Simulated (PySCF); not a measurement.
C₃H₁₀OSi₂, SMILES C[Si](C)([SiH3])C=O.

Geometry: B3LYP-D3(BJ)/def2-SVP. This is a generated structure with no PubChem entry under its InChIKey; it may be hypothetical. The values are those of a single conformer.

Computed with PBE/def2-TZVP (PySCF).

- total energy: -774.08674 hartree
- highest occupied level: -5.32 eV
- lowest empty level: -2.64 eV
- orbital gap: 2.68 eV
- dipole moment: 0.516 e·Å
- quadrupole, principal values (traceless, Buckingham form, about the centre of nuclear charge): -9.26, 3.50, 5.76 D·Å
- mean static polarisability: 101.6 bohr³ (15.05 Å³)
- polarisability, principal values: 96.1, 97.9, 110.7 bohr³
